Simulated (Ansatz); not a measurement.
```yaml
crystal:
  periodic: [false, false, false]
  atoms:
    - {symbol: Cl, position_ang: [-0.685381, -0.259349, 2.214059]}
    - {symbol: Hf, position_ang: [0.001497, -0.017639, 0.018537]}
    - {symbol: Br, position_ang: [2.099322, -1.275287, -0.325569]}
    - {symbol: Br, position_ang: [-1.748181, -0.896670, -1.487208]}
    - {symbol: Br, position_ang: [0.382744, 2.375244, -0.461219]}
basis:
  gaussian: {orbitals: cc-pVTZ-PP, fitting: {mean_field: def2-universal-jkfit}, nuclear_model: gaussian}
hamiltonian: {xc: {name: PBEsol}, dispersion: d3bjatm}
```

```sh
$ ansatz run in.yaml --threads 4 --pin off --events-out ev --progress --plain --max-ram 11315MiB
```

Output, abridged:

```
Functional definition: PBEsol
Error: <dir> the basis set cc-pVTZ-PP has no functions for Cl
```

Problem. Something in this input is off. What?

Solution. The basis set is misnamed or doesn't suit the job. The program refused the input.
